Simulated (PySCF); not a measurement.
A series of related open-shell species. All by UKS B3LYP (pcH-1 on C Cl H N O Si) in PySCF, non-relativistic with spin–orbit coupling as a perturbation, on GFN2-xTB geometries; isolated species, one conformer each; SCF stability not tested in every run. Couplings are magnitudes for isotopes of over 50 % abundance, averaged over nuclei equivalent by connectivity (but not across a short bond from an atom whose three angles sum to over 350°); populations are Mulliken's. A GFN2-xTB geometry isn't a minimum of the functional, and hyperfine couplings can be far from their values at a DFT geometry.

```
                        species                   change   ⟨S²⟩      g1      g2      g3       largest spin population on                                            largest couplings
         C#C[N] (triplet state)  none (reference member)  2.051  2.0022  2.0030  2.0030  carbon bonded to C and H (1.49)                                1 × 1H 58 MHz, 1 × 14N 12 MHz
      CC([N])=O (triplet state)  none (reference member)  2.029  2.0031  2.0041  2.0118      nitrogen bonded to C (1.62)                                 1 × 14N 18 MHz, 3 × 1H 4 MHz
          CC[N] (triplet state)  none (reference member)  2.007  2.0020  2.0035  2.0036      nitrogen bonded to C (1.83)                               2 × 1H 119 MHz, 1 × 14N 22 MHz
           [NH] (triplet state)  none (reference member)  2.005  2.0022  2.0036  2.0036      nitrogen bonded to H (2.06)                                1 × 1H 57 MHz, 1 × 14N 19 MHz
      [N][SiH3] (triplet state)  none (reference member)  2.007  2.0021  2.0049  2.0049     nitrogen bonded to Si (1.84)                                3 × 1H 76 MHz, 1 × 14N 15 MHz
[N]c1ccc(Cl)cc1 (triplet state)  none (reference member)  2.052  2.0033  2.0034  2.0039      nitrogen bonded to C (1.46)  1 × 14N 17 MHz, 2 × 1H 13 MHz, 2 × 1H 9 MHz, 1 × 35Cl 1 MHz
 Cc1ccc([N])cc1 (triplet state)  none (reference member)  2.051  2.0022  2.0030  2.0035      nitrogen bonded to C (1.47)   1 × 14N 17 MHz, 3 × 1H 15 MHz, 2 × 1H 13 MHz, 2 × 1H 9 MHz
```

Task: Predict the same entries for `[N]C1CC1` [triplet].

Result: ⟨S²⟩: 2.011; g1: 2.0021; g2: 2.0035; g3: 2.0035; largest spin population on: nitrogen bonded to C (1.70); largest couplings: 1 × 1H 106 MHz, 1 × 14N 20 MHz, 2 × 1H 5 MHz, 2 × 1H 3 MHz. The largest Mulliken spin populations are on N1 (+1.70), C4 (+0.19), C3 (+0.19) and C2 (-0.18). Three atoms exceed +0.15. The positive populations add up to 2.18 and the negative ones to -0.18, together 2S = 2. (Numbering: [N:1][CH:2]1[CH2:3][CH2:4]1 (hydrogens: H5 on C2; H6, H7 on C3; H8, H9 on C4).)

Means can hide wide spreads in the frozen geometry: Cc1ccc([N])cc1 (triplet state), 3 × 1H from 7 to 29 MHz (mean 15).
